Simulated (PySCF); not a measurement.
**Dipole response of Bi⁺ (bismuth, charge +1)**

[Xe] 4f14 5d10 6s2 6p2, high-spin 3P determinant. Computed with PySCF 2.14 in aug-cc-pV5Z-PP with ECP60MDF, with scalar relativity through the core potential. Coupled (time-dependent) response in atomic units; α is the mean over directions.

| method | mean α (bohr³) | α xx, yy, zz | C₆ (like pair) | S(−4) |
| --- | --- | --- | --- | --- |
| UHF | 27.63 | 24.20, 29.34, 29.34 | 258.2 | 187.5 |

S(−4) is the Cauchy moment in α(ω) = α(0) + S(−4) ω² + …

Spin-orbit coupling is absent.

α(iu) at UHF:

| u (hartree) | α(iu) (bohr³) |
| --- | --- |
| 0 | 27.63 |
| 0.0500 | 27.17 |
| 0.100 | 25.90 |
| 0.200 | 22.03 |
| 0.300 | 17.95 |
| 0.500 | 11.93 |
| 0.750 | 7.836 |
| 1.00 | 5.659 |
| 1.50 | 3.513 |
| 2.00 | 2.465 |
| 3.00 | 1.434 |
| 5.00 | 0.6566 |

For an ion, C₆ is the dispersion term alone; charge-induced terms of lower order in 1/R come first.

The components differ because the open shell of this determinant is not spherical; for a pure term their mean is the scalar polarisability.

Energies and moments cover only the electrons outside the core potential. Spin-orbit coupling is strong in this species (close to jj coupling), so the high-spin LS determinant is a model state, not a physical level.
